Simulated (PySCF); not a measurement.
**Polarisability and C₆ of Ti⁺ (titanium, charge +1)**

[Ar] 3d2 4s1, high-spin 4F determinant. Computed with PySCF 2.14 in aug-cc-pVTZ with one added diffuse shell each of s, p, d, f, g type (9s8p6d4f3g, 118 functions), with the non-relativistic Hamiltonian (point nucleus). Coupled (time-dependent) response in atomic units; α is the mean over directions.

```tsv
method	mean α (bohr³)	C₆ (like pair)	S(−4)
BP86	46.48	292.0	1805
```

S(−4) is the Cauchy moment in α(ω) = α(0) + S(−4) ω² + …

α(iu) at BP86:

```
u (hartree)  α(iu) (bohr³)
          0          46.48
     0.0500          42.41
      0.100          33.89
      0.200          19.85
      0.300          12.69
      0.500          6.928
      0.750          4.343
       1.00          3.134
       1.50          1.937
       2.00          1.331
       3.00         0.7392
       5.00         0.3220
```

For an ion, C₆ is the dispersion term alone; charge-induced terms of lower order in 1/R come first.
